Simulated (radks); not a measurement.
Polarisability of neutral helium, [He], at imaginary frequency. Calculated with a radial shooting solver on a logarithmic mesh with Libxc functionals: non-relativistic Kohn-Sham, LB94 model potential, spin-polarised, spherical densities, point nucleus. Response by self-consistent Sternheimer equations with the Hartree and adiabatic LDA kernel.

| w (hartree) | alpha1(iw) (bohr^3) | alpha2(iw) (bohr^5) |
|---|---|---|
| 0.00266 | 1.390 | 2.563 |
| 0.0143 | 1.390 | 2.563 |
| 0.0360 | 1.388 | 2.560 |
| 0.0697 | 1.383 | 2.553 |
| 0.118 | 1.369 | 2.535 |
| 0.186 | 1.338 | 2.495 |
| 0.280 | 1.278 | 2.414 |
| 0.413 | 1.171 | 2.263 |
| 0.605 | 1.001 | 2.006 |
| 0.892 | 0.7694 | 1.621 |
| 1.35 | 0.5120 | 1.139 |
| 2.12 | 0.2832 | 0.6597 |
| 3.59 | 0.1231 | 0.2947 |
| 6.94 | 0.03783 | 0.09132 |
| 17.5 | 0.006358 | 0.01529 |

Static values: alpha1 = 1.390 bohr^3 (0.2060 angstrom^3; uncoupled 1.524), alpha2 = 2.563 bohr^5, alpha3 = 11.08 bohr^7. C6 = 1.468, C8 = 14.70, triple-dipole C9 = 1.493 atomic units. One-pole (London) frequency 4 C6 / (3 alpha1^2) = 1.013 hartree, against 0.851 for minus the highest occupied eigenvalue. Recommended static value: 1.38375 bohr^3 (Schwerdtfeger and Nagle, 2023 table).
